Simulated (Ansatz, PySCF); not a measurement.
This PySCF input computes a CCSD(T)/cc-pVDZ energy:

```python
from pyscf import gto, scf, mp, cc as ccmod

mol = gto.M(
    atom='''
    C    -0.00000000   -0.00000000   -0.76527862
    F     0.00000000    0.00000000    0.51018575
    ''',
    basis='cc-pvdz',
    charge=0,
    spin=1,
    symmetry='C2v',
    verbose=4,
)

mf = scf.UHF(mol)
mf.conv_tol = 1e-10
mf.max_cycle = 100
mf.kernel()
mp2 = mp.MP2(mf, frozen=2).run()
cc = ccmod.CCSD(mf, frozen=2)
cc.max_cycle = 100
cc.kernel()
et = cc.ccsd_t()
print(f'E(CCSD(T)) = {cc.e_tot + et:.9f}')
```

**Question.** Write an input for the same energy in Ansatz (a program for electronic structure) and say what it gives.

**Answer.** 
Ansatz 0.2 input:
```yaml
crystal:
  periodic: [false, false, false]
  atoms:
    - {symbol: C, position_ang: [-0.00000000, -0.00000000, -0.76527862]}
    - {symbol: F, position_ang: [0.00000000, 0.00000000, 0.51018575]}
basis:
  gaussian:
    orbitals: cc-pVDZ
magnetization: {spin_polarized: true, initial_magnetization: 1}
correlation: {method: ccsd_t, electrons: outside_noble_gas}
```
It gives -137.47500 Eh, and PySCF -137.47500 Eh, a difference of 0.00 mEh.
